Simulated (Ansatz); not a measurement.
One change: `[SiH3][GaH][SH]` becomes `[SiH3][GaH2]`.

Ansatz, PBE0-D4/def2-TZVP geometries, multiplicity 1. Each molecule was computed in one conformer, which needn't be the lowest.

Scalar relativity is left out up to krypton.

```tsv
property	`[SiH3][GaH][SH]`
HOMO–LUMO gap (PBE/def2-TZVPP) / eV	4.00
LUMO energy (B3LYP/def2-TZVPP) / eV	-2.05
HOMO–LUMO gap (B3LYP/def2-TZVPP) / eV	5.42
HOMO energy (PBE0/def2-TZVPP) / eV	-7.73
LUMO energy (ωB97M-V/def2-TZVPP) / eV	-0.11
size of the dipole moment (ωB97M-V/def2-TZVPP) / D	1.24
```

Q: What does the change do to each property? (Best estimate.)

A: Computed: 
```json
{"property": "HOMO–LUMO gap (PBE/def2-TZVPP) / eV", "`[SiH3][GaH2]`": "3.63", "shift": "-0.37"}
{"property": "LUMO energy (B3LYP/def2-TZVPP) / eV", "`[SiH3][GaH2]`": "-2.41", "shift": "-0.36"}
{"property": "HOMO–LUMO gap (B3LYP/def2-TZVPP) / eV", "`[SiH3][GaH2]`": "5.03", "shift": "-0.39"}
{"property": "HOMO energy (PBE0/def2-TZVPP) / eV", "`[SiH3][GaH2]`": "-7.64", "shift": "0.09"}
{"property": "LUMO energy (ωB97M-V/def2-TZVPP) / eV", "`[SiH3][GaH2]`": "-0.42", "shift": "-0.31"}
{"property": "size of the dipole moment (ωB97M-V/def2-TZVPP) / D", "`[SiH3][GaH2]`": "0.14", "shift": "-1.10"}
```

With PBE0 the HOMO rises by 0.09 eV and the LUMO falls by 0.31 eV, so the gap narrows by about 0.40 eV. PBE moves the HOMO by 0.01 eV and ωB97M-V by 0.11 eV. Dipoles are sizes alone; their direction can turn.

B3LYP here is the variant with VWN-RPA as its local correlation; programs differ in this.
